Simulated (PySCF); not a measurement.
NMR data simulated for an unnamed compound:

$^{1}$H NMR (400 MHz, computed): δ 6.39 (m, 1H), 5.47 (br s, 1H), 5.34 (m, 1H), 5.30 (br s, 1H), 5.25 (m, 1H), 2.95 (m, 1H), 1.26 (d, 3H).

$^{13}$C{$^{1}$H} NMR (computed): δ 160.9 (C), 150.2 (CH), 120.4 (CH2), 116.6 (CH2), 54.6 (CH), 22.6 (CH3).

All values are calculated (PySCF 2.14): NMR shieldings at PBE0/pcSseg-1/GIAO, coordinates at the GFN2-xTB level. Averaged over atoms made equivalent by symmetry, fast rotation or ring inversion, relativity neglected, one conformer, in vacuum.

δ = σ(ref) − σ, references computed at the same level: TMS for $^{1}$H (σref 31.72), $^{13}$C (σref 186.93).

Question: Which of these does the molecule contain: a non-aromatic C=C double bond, an amide, an ester, a vinyl group CH=CH2, a methoxy group?

Answer: 
- A non-aromatic C=C double bond: yes.
- An amide: no.
- An ester: no.
- A vinyl group CH=CH2: yes (δC 120.4, 150.2; δH 5.25 (m), 5.34 (m), 6.39 (m)).
- A methoxy group: no.

The data belong to `C=C[C@@H](C)C(=C)Cl`, C6H9Cl; they needn't prove each group on their own.

Carbon signals by region: 1 in the far downfield region (above 160 ppm), 3 in the sp2 and nitrile region (100–160 ppm), 1 at 50–100 ppm, 1 below 50 ppm. Above 160 ppm: 160.9, fully substituted alkene carbon.

Carbons that carry Cl, above all several Cl atoms, come out too deshielded, partly because spin–orbit coupling is missing. Shifts are as computed. Against solution values, carbons near 30 ppm lie about +3 ppm off and those near 130 ppm about +5 ppm; carbons on Cl a further +6 ppm. Of 1309 compounds with measured shifts, 239 miss one by over three times the rms of a fit or turn the order of signals round; such compounds aren't used in these exercises. No couplings were computed; multiplicities are counted from neighbouring protons, with m where these are inequivalent, close in shift, in a saturated or five-membered ring or joined by F or P, and br s for small geminal =CH2 splittings.
